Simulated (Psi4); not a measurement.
Psi4 input (wB97X-D/6-31G*):

```
memory 1500 MB

molecule {
0 2
F    -0.01299500    1.28832100   -1.35514000
Si    0.07111700    0.39141800   -0.02609400
F     0.28724700    1.40417200    1.20088900
Si    1.96829300   -0.96108700   -0.18764300
Si   -1.99335400   -0.69987800    0.26586900
H     2.20872600   -1.75699300    1.04316000
H     1.92589900   -1.86612400   -1.36461400
H    -3.10795400    0.27344000    0.35267900
H    -2.21055000   -1.60884100   -0.88415100
H    -1.92916600   -1.50026700    1.51133700
symmetry c1
no_reorient
no_com
}

set {
  basis 6-31G*
  reference uks
  scf_type pk
  dft_radial_points 99
  dft_spherical_points 590
  e_convergence 1e-8
  d_convergence 1e-7
  maxiter 150
}

e = energy('wb97x-d')
print_out(f'\nFINAL {e:.10f} DIPOLE {variable("CURRENT DIPOLE")[0]:.6f} {variable("CURRENT DIPOLE")[1]:.6f} {variable("CURRENT DIPOLE")[2]:.6f}\n')
```

Output:

```
   => Loading Basis Set <=

    Name: 6-31G*
    Role: ORBITAL
    Keyword: BASIS
    atoms 1, 3   entry F          line   162 file 6-31gs.gbs
    atoms 2, 4-5 entry SI         line   268 file 6-31gs.gbs
    atoms 6-10   entry H          line    44 file 6-31gs.gbs

   => WB97X-D: Empirical Dispersion <=

    Chai and Head-Gordon Dispersion Correction
    Chai, J.-D.; Head-Gordon, M. (2010), J. Chem. Phys., 132: 6615-6620

        s6 =       1.000000

         ---------------------------------------------------------
                                   SCF
               by Justin Turney, Rob Parrish, Andy Simmonett
                          and Daniel G. A. Smith
                              UKS Reference
         ---------------------------------------------------------

  ==> Geometry <==

    Molecular point group: c1
    Full point group: C1

    Geometry (in Angstrom), charge = 0, multiplicity = 2:

       Center              X                  Y                   Z               Mass
    ------------   -----------------  -----------------  -----------------  -----------------
         F           -0.012995000000     1.288321000000    -1.355140000000    18.998403162730
         SI           0.071117000000     0.391418000000    -0.026094000000    27.976926534650
         F            0.287247000000     1.404172000000     1.200889000000    18.998403162730
         SI           1.968293000000    -0.961087000000    -0.187643000000    27.976926534650
         SI          -1.993354000000    -0.699878000000     0.265869000000    27.976926534650
         H            2.208726000000    -1.756993000000     1.043160000000     1.007825032230
         H            1.925899000000    -1.866124000000    -1.364614000000     1.007825032230
         H           -3.107954000000     0.273440000000     0.352679000000     1.007825032230
         H           -2.210550000000    -1.608841000000    -0.884151000000     1.007825032230
         H           -1.929166000000    -1.500267000000     1.511337000000     1.007825032230

  Running in c1 symmetry.

  Rotational constants: A =      0.08733  B =      0.05266  C =      0.04493 [cm^-1]
  Rotational constants: A =   2618.21145  B =   1578.76348  C =   1346.83227 [MHz]
  Nuclear repulsion =  355.133877819646102

  Charge       = 0
  Multiplicity = 2
  Electrons    = 65
  Nalpha       = 33
  Nbeta        = 32

  ==> Algorithm <==

  SCF Algorithm Type is PK.
  DIIS enabled.
  MOM disabled.
[...]
      73A      1.238210    74A      1.250044    75A      1.304376
      76A      1.317210    77A      1.358458    78A      1.447629
      79A      1.454502    80A      1.520986    81A      1.675974
      82A      1.851808    83A      1.909767    84A      1.919819
      85A      1.928025    86A      1.931836    87A      1.935163
      88A      2.090512    89A      2.117314    90A      2.275501
      91A      2.850743    92A      2.950523    93A      2.982334
      94A      3.004237    95A      3.047306    96A      4.194419
      97A      4.547256

    Beta Occupied:

       1A    -66.361016     2A    -66.285920     3A    -66.280660
       4A    -24.826970     5A    -24.826967     6A     -5.467335
       7A     -5.406339     8A     -5.402735     9A     -3.814327
      10A     -3.812108    11A     -3.809903    12A     -3.750072
      13A     -3.749847    14A     -3.748324    15A     -3.746603
      16A     -3.746586    17A     -3.746437    18A     -1.301038
      19A     -1.283269    20A     -0.683213    21A     -0.636568
      22A     -0.608702    23A     -0.579402    24A     -0.546894
      25A     -0.544838    26A     -0.517287    27A     -0.504814
      28A     -0.451997    29A     -0.447769    30A     -0.443482
      31A     -0.438242    32A     -0.358721

    Beta Virtual:

      33A     -0.065015    34A      0.051837    35A      0.077688
      36A      0.087172    37A      0.117820    38A      0.139778
      39A      0.152125    40A      0.167061    41A      0.188761
      42A      0.223054    43A      0.253175    44A      0.291627
      45A      0.294319    46A      0.309003    47A      0.315481
      48A      0.321051    49A      0.345488    50A      0.361951
      51A      0.410653    52A      0.422721    53A      0.447773
      54A      0.492406    55A      0.573040    56A      0.611913
      57A      0.646250    58A      0.698711    59A      0.710261
      60A      0.715341    61A      0.748758    62A      0.753588
      63A      0.770579    64A      0.779492    65A      0.787818
      66A      0.820686    67A      0.969873    68A      1.012963
      69A      1.017381    70A      1.176323    71A      1.215795
      72A      1.226627    73A      1.241072    74A      1.251391
      75A      1.304340    76A      1.317379    77A      1.358361
      78A      1.447509    79A      1.454254    80A      1.520530
      81A      1.675702    82A      1.851322    83A      1.909747
      84A      1.919804    85A      1.927999    86A      1.932026
      87A      1.935205    88A      2.090643    89A      2.117432
      90A      2.275770    91A      2.852518    92A      2.954223
      93A      2.990933    94A      3.004498    95A      3.051722
      96A      4.194232    97A      4.546894

    Final Occupation by Irrep:
              A
    DOCC [    32 ]
    SOCC [     1 ]
    NA   [    33 ]
    NB   [    32 ]

  @UKS Final Energy: -1071.11616354345392

   => Energetics <=

    Nuclear Repulsion Energy =            355.1338778196461021
    One-Electron Energy =               -2193.6183155878316029
    Two-Electron Energy =                 828.9584715263159751
    DFT Exchange-Correlation Energy =     -61.5860928420857832
    Empirical Dispersion Energy =          -0.0041044594986217
    VV10 Nonlocal Energy =                  0.0000000000000000
    Total Energy =                      -1071.1161635434539221

  UHF NO Occupations:
  HONO-2 :   31  A 1.9998080
  HONO-1 :   32  A 1.9988690
  HONO-0 :   33  A 1.0000000
  LUNO+0 :   34  A 0.0011310
  LUNO+1 :   35  A 0.0001920
  LUNO+2 :   36  A 0.0001541
  LUNO+3 :   37  A 0.0000937

Computation Completed

Properties will be evaluated at   0.000000,   0.000000,   0.000000 [a0]

Properties computed using the SCF density matrix

 Multipole Moments:

 ------------------------------------------------------------------------------------
     Multipole            Electronic (a.u.)      Nuclear  (a.u.)        Total (a.u.)
 ------------------------------------------------------------------------------------

 L = 1.  Multiply by 2.5417464519 to convert [e a0] to [Debye]
 Dipole X            :         -0.1088827            0.0000132           -0.1088695
 Dipole Y            :         -0.6116281           -0.0000113           -0.6116394
 Dipole Z            :          0.0405113           -0.0000000            0.0405113
 Magnitude           :                                                    0.6225725

 ------------------------------------------------------------------------------------

FINAL -1071.1161635435 DIPOLE -0.108869 -0.611639 0.040511

*** Psi4 exiting successfully. Buy a developer a beer!
```

The geometry given is a B3LYP-D3(BJ)/def2-TZVP minimum.
